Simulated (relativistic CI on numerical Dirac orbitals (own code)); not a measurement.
Cs²⁵⁺: sensitivity of the levels to the model

Base calculation: Dirac-Coulomb-Breit CI, KLI orbitals optimised for each configuration, a model potential for QED, unscaled Slater integrals.

Configuration list (outside the closed core [Ar] 3d10): 4s2, 4s.4p, 4p2, 4s.4d, 4d2, 4s.4f, 4p.4d, 4f2, 4p.4f, 4d.4f, 4s.5s, 4s.5p, 4s.5d, 4s.5f, 4s.5g, 4s.6s. Levels of other configurations are missing.

The lowest level and the first level of each name with at least 55 % of one term (blank where a level has no safe partner in the second run):

```tsv
Level	Base (cm⁻¹)	Shift (cm⁻¹)
4s2 1S_0	0	0
4s.4p 3P°_0	383571	+1376
4s.4p 3P°_1	409891	-51
4s.4p 3P°_2	543135	+1324
4s.4p 1P°_1	645346	-8915
4p2 3P_0	892976	-2493
4p2 3P_1	1024072	-143
4p2 1D_2	1028954	+722
4p2 3P_2	1178917	+1109
4p2 1S_0	1253081	-7385
4s.4d 3D_1	1301012	-579
4s.4d 3D_2	1311499	-855
4s.4d 3D_3	1332203	-551
4s.4d 1D_2	1412334	-10551
```

At this charge energies of transitions that change n are usually good to better than 1 %, and those within a shell (Δn = 0) to a few per cent.

One thing was changed in a second run, which moved the levels as shown. Which?
A. valence Slater integrals scaled by 0.9
B. configuration mixing switched off
C. QED terms removed
D. Breit term removed

A. Valence Slater integrals scaled by 0.9. Scaling acts on the splittings between terms and on the mixing, and leaves the fine structure of pure LS terms nearly alone; in jj coupling it moves the levels of one term differently.

LS names give the leading component of a level, which can be under half, so a name can repeat, a term be missing and a line seem to break the LS rules.
